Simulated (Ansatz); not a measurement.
Basis-set extrapolation for `N=C(Cl)[SiH2][SiH3]` (PBE0-D4/def2-TZVP geometry, frozen core, Ansatz). Multiplicity 1, RHF reference.

|  | def2-TZVPP | def2-QZVPP |
| --- | --- | --- |
| HF | -1133.219211 | -1133.254092 |
| MP2 correlation | -0.799350 | -0.861636 |
| CCSD(T) correlation | -0.900321 | not run |

Energies in hartree. Use E(X) = E(∞) + A·exp(−7.88·√X) for Hartree–Fock and E(X) = E(∞) + B·X^(−2.97) for correlation, with X = 3 and 4, and add CCSD(T) minus MP2 of the smaller set to the MP2 limit.

What is the CCSD(T) energy at the basis-set limit?

HF limit: -1133.254092 + (-0.034881) × 0.13774 = -1133.25890. MP2 limit: -0.861636 + (-0.062286) × 0.74074 = -0.90777. Higher-order term: -0.900321 − (-0.799350) = -0.10097. Total: -1134.26764 hartree, 388.9 kJ/mol below CCSD(T)/def2-TZVPP.
